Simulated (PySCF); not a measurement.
CH4N, SMILES C[NH], multiplicity 2. Geometry optimised at PBE0-D3(BJ)/def2-TZVP. The isomer is the one that the SMILES or the coordinates give; other isomers of the formula were not compared.

### Question
Give the equilibrium geometry at PBE0-D3(BJ)/def2-TZVP (PySCF confirms it by a frequency run) as bond lengths and angles, and its point group. (An estimate is asked for; the answer gives what the named calculation found.)

### Answer
point group Cs.
Atoms: C1 N2 H3 H4 H5 H6. Bonded distances (Å): C1–N2 1.430, C1–H3 1.101, C1–H4 1.091, C1–H5 1.101, N2–H6 1.025. Bond angles (°): N2–C1–H3 111.5, N2–C1–H4 110.8, N2–C1–H5 111.5, H3–C1–H4 108.6, H3–C1–H5 105.6, H4–C1–H5 108.6, C1–N2–H6 106.9.
Charge 0, spin multiplicity 2.
